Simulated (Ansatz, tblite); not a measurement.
Removing an electron: [VF6]2- (VF6²⁻). Charge -2, multiplicity 2. Geometry: r2SCAN-D4/def2-SVPD. Ansatz, gas phase; energy differences of separate SCF runs; the oxidised species is a singlet (the triplet lies 2.38 eV higher at PBE0-D4/def2-TZVPD).

```xyz
7

V     0.0000    0.0000    0.0000
F     0.5534    0.2286    1.7883
F    -0.5533   -0.2285   -1.7883
F    -0.0268    1.8442   -0.2274
F     0.0267   -1.8442    0.2275
F    -1.7738   -0.0076    0.5498
F     1.7737    0.0075   -0.5498
```

The xTB rows come from tblite. A multiply charged anion in the gas phase is held together partly by the finite basis. Removing one electron lowers the energy by 0.44 eV at PBE0-D4/def2-TZVPD, so it isn't bound. No other spin state of charge -2 was run.

Estimate orbital energies and vertical ionisation energies at: GFN1-xTB; GFN2-xTB; PBE-D4/def2-TZVPD; r2SCANh-D4/def2-TZVPD; PBE0-D4/def2-TZVPD.


```
                level  −HOMO (eV)  vertical IE (eV)  −LUMO (eV)  HOMO–LUMO gap (eV)                       remarks
             GFN1-xTB           –              4.07           –                   –                             –
             GFN2-xTB           –              3.21           –                   –                             –
    PBE-D4/def2-TZVPD       -5.28             -1.88       -5.53                0.25  HOMO above zero (-2 doublet)
r2SCANh-D4/def2-TZVPD       -3.36             -0.84       -5.79                2.43  HOMO above zero (-2 doublet)
   PBE0-D4/def2-TZVPD       -2.16             -0.44       -6.37                4.21  HOMO above zero (-2 doublet)
```

  A HOMO above zero means that the electron is unbound at that level or that self-interaction error raises the level; the energy of removing that electron tells which. HOMO and LUMO are the levels of the spin that leaves or enters (xTB has no such levels and no spin-polarisation term). Other spin states of the ions may lie lower, which would lower the ionisation energy or raise the affinity. Raw xTB energy differences between charge states are shifted by several eV; the methods need an empirical correction for them.
